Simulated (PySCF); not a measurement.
# C₆ coefficients of unlike pairs at UHF

Calculated with PySCF 2.14 from the dipole response of each species, C₆(A,B) = (3/π) ∫ α_A(iu) α_B(iu) du, in atomic units, from isotropic polarisabilities. For ions this is the dispersion term alone; charge-induced terms of lower order in 1/R come first.

```tsv
species	configuration	basis	relativity	α (bohr³)	C₆ (like pair)
Sn²⁺	[Kr] 4d10 5s2 (1S)	aug-cc-pVTZ-PP with one added diffuse shell each of d, f type with ECP28MDF (6s5p5d3f)	core potential	17.74	95.68
Cl	[Ne] 3s2 3p5 (2P)	aug-cc-pV(T+d)Z with one added diffuse shell each of s, p, d, f type (7s6p5d3f)	none	14.23	89.15
O⁺	[He] 2s2 2p3 (4S)	dyall-av2z (11s7p2d)	none	2.604	4.907
Ar²⁺	[Ne] 3s2 3p4 (3P)	aug-cc-pV(T+d)Z (6s5p4d2f)	none	4.792	16.81
```

(1) Estimate C₆ for O⁺ with Cl.

No spin-orbit coupling is included.

The other pairs:

```json
{"pair": "Ar²⁺, Cl", "C₆": "37.69"}
{"pair": "O⁺, Sn²⁺", "C₆": "20.04"}
{"pair": "Ar²⁺, O⁺", "C₆": "9.057"}
{"pair": "Ar²⁺, Sn²⁺", "C₆": "37.45"}
{"pair": "Cl, Sn²⁺", "C₆": "91.20"}
```

Results:

(1) The integral gives 20.15. The combination rule 2 C_A C_B / (C_A α_B/α_A + C_B α_A/α_B) gives 20.29 and the geometric mean 20.92.
